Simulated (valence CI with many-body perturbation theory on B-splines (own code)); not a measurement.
# Missing levels of Os26+

Computed by valence CI with perturbative core correlation (CI+MBPT): four valence electrons over a frozen Dirac-Fock core [Kr] 4d10, radial functions for each j: 7 s, 7 p, 7 d, 7 f, 4 g, 2 h, with the one-electron correlation potential Σ1, the two-electron term Σ2, the three-electron term Σ3, Breit, model QED; selected CI, second order for the rest, scaled by the run's own slope (own B-spline code, finite nucleus).

The last digits are not significant, and no measured levels were compared; by estimate large intervals hold to a few tenths of a per cent, small ones and those within an open d or f shell to about a per cent. Excitations out of the core, of the other parity, are not computed and may begin above about 171 eV (a cautious bound); beyond it only levels of the ground parity were kept, without lifetimes.

| Level | E (cm⁻¹) |
| --- | --- |
| (4f5/2^4) J=4 | 0.0 |
| (4f5/2^3 4f7/2) J=5 [a] | 18000 |
| (4f5/2^2 4f7/2^2) J=6 [a] | ? |
| (4f5/2^4) J=2 | 36704 |
| (4f5/2^3 4f7/2) J=7 [a] | ? |
| (4f5/2^3 4f7/2) J=1 [a] | 45795 |
| (4f5/2^3 4f7/2) J=4 [a] | 47320 |
| (4f5/2^3 4f7/2) J=8 [a] | 51809 |
| (4f5/2^3 4f7/2) J=3 [a] | 53481 |
| (4f5/2^3 4f7/2) J=2 [a] | 56853 |
| (4f5/2^3 4f7/2) J=2 [b] | ? |
| (4f5/2^3 4f7/2) J=3 [b] | 59966 |
| (4f5/2^2 4f7/2^2) J=6 [b] | 64342 |
| (4f5/2^3 4f7/2) J=5 [b] | ? |
| (4f5/2^3 4f7/2) J=7 [b] | ? |
| (4f5/2^2 4f7/2^2) J=4 [a] | ? |
| (4f5/2^3 4f7/2) J=8 [b] | 74637 |
| (4f5/2^2 4f7/2^2) J=4 [b] | 82781 |
| (4f5/2^2 4f7/2^2) J=2 [a] | 84798 |
| (4f5/2^2 4f7/2^2) J=3 [a] | 85700 |

Levels are named by their leading jj configuration (3d3/2^4 stands for four electrons in 3d with j = 3/2), which in mixed levels can hold well under half, so a name can repeat and another be missing. Letters in brackets count levels of one name in rising energy.

Problem. The levels stand in rising order. What does the calculation give for the missing energies?

Solution. (4f5/2^2 4f7/2^2) J=6 [a] 32461; (4f5/2^3 4f7/2) J=7 [a] 43279; (4f5/2^3 4f7/2) J=2 [b] 58782; (4f5/2^3 4f7/2) J=5 [b] 67999; (4f5/2^3 4f7/2) J=7 [b] 69044; (4f5/2^2 4f7/2^2) J=4 [a] 71541.
